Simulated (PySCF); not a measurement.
This script is equivalent to a calculation on Pb⁺ (lead, charge +1).

```python
from pyscf import gto, scf, dft, mp, cc
import basis_set_exchange as bse
txt = bse.get_basis("aug-cc-pVDZ-PP", elements=["Pb"], fmt="nwchem", header=False)
cut = txt.index("\nECP")
mol = gto.M(atom="Pb 0 0 0", charge=1, spin=1, symmetry="D2h",
            basis=gto.basis.parse(txt[:cut]),
            ecp={"Pb": gto.basis.parse_ecp(txt[cut:])})
mf = dft.UKS(mol, xc="B88,P86")
mf.irrep_nelec = {'Ag': (4, 4), 'B1g': (1, 1), 'B2g': (1, 1), 'B3g': (1, 1), 'B1u': (1, 1), 'B2u': (2, 1), 'B3u': (1, 1)}
mf.kernel()
```

Q: What total energy does it give?

A: -192.719 hartree (calculated).

Q: Which occupied shell lies highest, and where?

A: 6p α, at -10.317 eV.

Q: What is ⟨S²⟩, and what would a pure spin state give?

A: 0.751, against 0.75.

Energies and moments cover only the electrons outside the core potential. Spin-orbit coupling, absent here, splits the open shell strongly.
